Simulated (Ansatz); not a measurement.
Consider the formal exchange of groups at the Si–C bond: `[SiH3]C(Br)Br` + `FC[SiH](F)Cl` → `FC[SiH]([SiH3])Cl` + `FC(Br)Br`.

Calculated with Ansatz (gas phase, PBE0-D4/def2-TZVP geometries, no zero-point term in ΔE). CCSD(T)/CBS is the MP2 limit (def2-TZVPP, def2-QZVPP) plus CCSD(T) − MP2 in def2-TZVPP, frozen cores. Functionals use def2-TZVPP. B3LYP here is the variant with VWN-RPA as its local correlation; programs differ in this. For Br outer-core shells are correlated without core-valence functions, which leaves a few kJ/mol of doubt a bond. Scalar relativity is left out up to krypton. Each species was taken in one conformer, which may not be the lowest.

| level | ΔE (kJ/mol) | difference from CCSD(T)/CBS |
| --- | --- | --- |
| r2SCAN-D4 | 210.3 | -22.1 |
| B3LYP-D4 | 213.9 | -18.5 |
| ωB97X-V | 213.4 | -19.0 |
| B2PLYP | 225.2 | -7.2 |
| PBE | 188.7 | -43.7 |
| r2SCAN | 210.4 | -22.0 |
| HF/def2-TZVPP | 236.1 | 3.7 |
| CCSD/def2-TZVPP | 230.0 | -2.4 |
| HF/def2-QZVPP | 238.8 | 6.4 |
| HF/CBS(def2) | 239.1 | 6.7 |
| CCSD(T)/CBS | 232.4 | 0 |

Largest T1 diagnostic among the species: 0.011.

From PBE to PBE0 (25 % exact exchange), in def2-TZVPP and without D4, ΔE moves by +13.2 kJ/mol.
